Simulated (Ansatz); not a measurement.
```yaml
crystal:
  periodic: [false, false, false]
  atoms:
    - {symbol: F, position_ang: [-2.537195, 0.038481, -0.176573]}
    - {symbol: C, position_ang: [-1.623185, 1.030200, 0.149244]}
    - {symbol: C, position_ang: [-0.319413, 0.405029, 0.572886]}
    - {symbol: C, position_ang: [0.341654, -0.374424, -0.541762]}
    - {symbol: F, position_ang: [0.644159, 0.499425, -1.579466]}
    - {symbol: C, position_ang: [1.596461, -1.087284, -0.117842]}
    - {symbol: F, position_ang: [2.448792, -0.241593, 0.560913]}
    - {symbol: H, position_ang: [-2.054165, 1.624521, 0.959143]}
    - {symbol: H, position_ang: [-1.492098, 1.662667, -0.732267]}
    - {symbol: H, position_ang: [0.363812, 1.188956, 0.910758]}
    - {symbol: H, position_ang: [-0.495904, -0.263433, 1.421194]}
    - {symbol: H, position_ang: [-0.350237, -1.123013, -0.945971]}
    - {symbol: H, position_ang: [1.340348, -1.920313, 0.544870]}
    - {symbol: H, position_ang: [2.124070, -1.468519, -0.996126]}
basis:
  gaussian: {orbitals: def2-mTZVP, final_grid: {core_spheres: 5, valence_spheres: 4, degree: 11}, point_charges: [{charge: 0.50, position_ang: [6.235, 0.585, 0.932]}]}
magnetization: {spin_polarized: true, initial_magnetization: 4}
hamiltonian: {xc: {name: B97M-V}}
output: {forces: true}
```

```sh
$ ansatz run in.yaml --threads 4 --pin off --events-out ev --progress --plain --max-ram 11315MiB
```

Shortened log:

```
Functional definition: B97M-V
  name "B97M-V"
  cite "Mardirossian & Head-Gordon, J. Chem. Phys. 142, 074111 (2015) doi:10.1063/1.4907719"
  cite "Becke, J. Chem. Phys. 107, 8554 (1997) doi:10.1063/1.475007"
  cite "Vydrov & Van Voorhis, J. Chem. Phys. 133, 244103 (2010) doi:10.1063/1.3521275"
  # Of w^i u^j: cxij and so on, Table III.
  parameter cx00 = 1.000
  parameter cx01 = 1.308
  parameter cx02 = 1.901
  parameter cx10 = 0.416
  parameter cx11 = 3.070
  parameter css00 = 1.000
  parameter css02 = -1.855
  parameter css10 = -5.668
  parameter css32 = -20.497
  parameter css42 = -20.364
  parameter cos00 = 1.000
  parameter cos01 = 1.573
  parameter cos03 = -6.298
  parameter cos10 = 2.535
  parameter cos32 = -6.427
  parameter b = 6.0
  parameter c = 0.01
  gx(w, u) = cx00 + cx01*u + cx02*u^2 + (cx10 + cx11*u)*w
  gss(w, u) = css00 + css02*u^2 + css10*w + (css32*w^3 + css42*w^4)*u^2
  gos(w, u) = cos00 + cos01*u + cos03*u^3 + cos10*w + cos32*w^3*u^2
  exchange = spin_sum(e_x_unif_s*gx(b97_w, b97_u_x))
  correlation = spin_sum(e_c_pw_mod_same_spin*gss(b97_w, b97_u_same))
      + integral(e_c_pw_mod_opposite_spin*gos(b97_w_opposite, b97_u_opposite)) + vv10(b, c)
1473 factors; their error is unknown
mean field evaluation 1: about -12373.5354 eV, gradient 6.7e1 eV
mean field evaluation 2: about -12230.8381 eV, gradient 1.7e2 eV
mean field evaluation 4: about -12353.7021 eV, gradient 7.7e1 eV
mean field evaluation 8: about -12396.3114 eV, gradient 6.2e0 eV
mean field evaluation 16: about -12396.5410 eV, gradient 4.1e-1 eV
mean field evaluation 32: about -12396.5421 eV, gradient 1.5e-5 eV
mean field -12396.54211698 eV, -455.5645201209 hartree, gradient 4.8e-6 eV, S^2 6.003808; 10 other end points of the search recorded, 0 dependent functions left out
the calculation of the forces begins
reference -12396.54221221 eV, -455.5645236204 hartree; 31, 27 occupied and 123, 127 virtual orbitals, 1473 factors
Total energy: -12396.54221221 eV, -455.5645236204 hartree
Atom 0 at    -2.537195     0.038481    -0.176573 Å, force    -2.773997    -2.041425    -0.653227 eV/Å
Atom 1 at    -1.623185     1.030200     0.149244 Å, force     4.891585     0.574756     0.924621 eV/Å
Atom 2 at    -0.319413     0.405029     0.572886 Å, force    -0.486305     1.174735     0.098794 eV/Å
Atom 3 at     0.341654    -0.374424    -0.541762 Å, force    -1.065329     0.380968     0.936453 eV/Å
Atom 4 at     0.644159     0.499425    -1.579466 Å, force     0.284750     0.611876    -1.411952 eV/Å
Atom 5 at     1.596461    -1.087284    -0.117842 Å, force     0.053497    -1.943877    -0.986205 eV/Å
Atom 6 at     2.448792    -0.241593     0.560913 Å, force     1.662980     0.777970     1.320602 eV/Å
Atom 7 at    -2.054165     1.624521     0.959143 Å, force    -1.344521     0.889969     0.674241 eV/Å
Atom 8 at    -1.492098     1.662667    -0.732267 Å, force    -0.625468     0.719011    -0.845592 eV/Å
Atom 9 at     0.363812     1.188956     0.910758 Å, force    -0.192612    -0.022504    -0.137348 eV/Å
Atom 10 at    -0.495904    -0.263433     1.421194 Å, force     0.044864    -0.977455     0.354646 eV/Å
Atom 11 at    -0.350237    -1.123013    -0.945971 Å, force    -0.314283    -0.657743    -0.627856 eV/Å
Atom 12 at     1.340348    -1.920313     0.544870 Å, force    -0.317458     0.099249     1.126356 eV/Å
Atom 13 at     2.124070    -1.468519    -0.996126 Å, force     0.233327     0.432679    -0.764766 eV/Å
Dipole moment:    -0.373246     0.165916    -0.025649 e Å
```

In this input the spin is set far too high for this molecule. The run converged. The result belongs to that input, not to the molecule as meant.
